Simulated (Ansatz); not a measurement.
Mulliken charges of AlBF₂H₂, SMILES `F[B](F)[AlH2]` from r2SCAN/def2-TZVPP in Ansatz (PBE0-D4/def2-TZVP geometry).

```csv
atom,x (Å),y (Å),z (Å),charge (e)
F1,1.405,-1.299,0.964,-0.239
B2,0.273,-1.030,0.327,0.456
F3,-0.514,-2.077,0.122,-0.239
Al4,-0.246,0.958,-0.325,0.335
H5,0.183,1.461,-1.768,-0.156
H6,-1.059,1.924,0.635,-0.156
```

Problem. By hand: the dipole of these point charges (1 e Å = 4.8032 D).

Solution. Σ q r = (-0.034, 0.130, -0.043) e Å, of length 0.141 e Å = 0.68 D.

Problem. How does the dipole of the full density compare? (Best estimate.)

Solution. The calculation gave: (-0.043, 0.165, -0.054) e Å, 0.86 D; the point charges give 0.79 times that, at 0° from its direction.

Point charges leave out the atoms' own dipoles, such as those of lone pairs, and Mulliken's split depends on the basis, so the two needn't agree.
